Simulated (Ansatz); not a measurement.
Reaction (redistribution): `C[B]([GeH3])[SeH]` + `F[SiH2]C[SiH3]` → `[SiH3]C[SiH2][SeH]` + `C[B](F)[GeH3]`

Computed with Ansatz on PBE0-D4/def2-TZVP structures; ΔE is electronic, products minus reactants. CCSD(T)/CBS is the MP2 limit (def2-TZVPP, def2-QZVPP) plus CCSD(T) − MP2 in def2-TZVPP, frozen cores. DFT in def2-TZVPP. For Ge, Se outer-core shells are correlated without core-valence functions, which leaves a few kJ/mol of doubt a bond. Scalar relativity is left out up to krypton. Each species was taken in one conformer, which may not be the lowest.

| level | ΔE (eV) |
| --- | --- |
| PBE | 0.16 |
| SCS-MP2/def2-QZVPP | 0.31 |

(1) What does CCSD(T)/CBS give? (Estimate.)

Largest T1 diagnostic among the species: 0.013.

Answers

(1) The calculation gave: +0.27 eV. The listed levels differ from it by -0.11, 0.04 eV.

In def2-TZVPP, CCSD(T) changes the Hartree–Fock value by +0.09 eV (the triples alone add +0.01 eV) and MP2 by +0.13 eV.
